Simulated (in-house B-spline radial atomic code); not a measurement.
Orbital energies and mean radii along the 27-electron series, configuration [Ar] 3d9. The effective charge is n√(-2ε), a non-relativistic measure. Computed with a radial B-spline atomic code at the basis-set limit: non-relativistic Hartree-Fock, average of the configuration, point nuclei.

This level leaves out relativity, spin-orbit splitting included, which matters for heavy ions.

| ion | Z | energy of 3s (Eh) | mean radius of 3s (bohr) | energy of 2s (Eh) | mean radius of 2s (bohr) | energy of 3d (Eh) | mean radius of 3d (bohr) | effective charge of 3s |
| --- | --- | --- | --- | --- | --- | --- | --- | --- |
| Te25+ | 52 | -63.84 | 0.32621 | -203.27 | 0.12551 | -51.197 | 0.28432 | 33.899 |
| I26+ | 53 | -67.721 | 0.31851 | -213.34 | 0.12296 | -54.722 | 0.27662 | 34.914 |
| Xe27+ | 54 | -71.713 | 0.31116 | -223.66 | 0.12052 | -58.359 | 0.26934 | 35.928 |
| Cs28+ | 55 | -75.817 | 0.30414 | -234.23 | 0.11817 | -62.108 | 0.26244 | 36.942 |
| Ba29+ | 56 | -80.033 | 0.29743 | -245.05 | 0.1159 | -65.969 | 0.2559 | 37.955 |
| La30+ | 57 | ? | ? | ? | ? | ? | ? | ? |
| Ce31+ | 58 | ? | ? | ? | ? | ? | ? | ? |
| Pr32+ | 59 | -93.35 | 0.27896 | -279.03 | 0.10961 | -78.222 | 0.23812 | 40.992 |
| Nd33+ | 60 | -98.013 | 0.27331 | -290.86 | 0.10766 | -82.53 | 0.23274 | 42.003 |

(1) Fill in the row of La30+.

(2) Fill in the row of Ce31+.

(3) How does the screening of 3s change?

## Answers

(1) energy of 3s (Eh): -84.36; mean radius of 3s (bohr): 0.29101; energy of 2s (Eh): -256.13; mean radius of 2s (bohr): 0.11373; energy of 3d (Eh): -69.942; mean radius of 3d (bohr): 0.24968; effective charge of 3s: 38.968.

(2) energy of 3s (Eh): -88.8; mean radius of 3s (bohr): 0.28486; energy of 2s (Eh): -267.45; mean radius of 2s (bohr): 0.11163; energy of 3d (Eh): -74.026; mean radius of 3d (bohr): 0.24376; effective charge of 3s: 39.98.

(3) Z less the effective charge goes from 18.10 at Z = 52 to 18.00 at Z = 60.
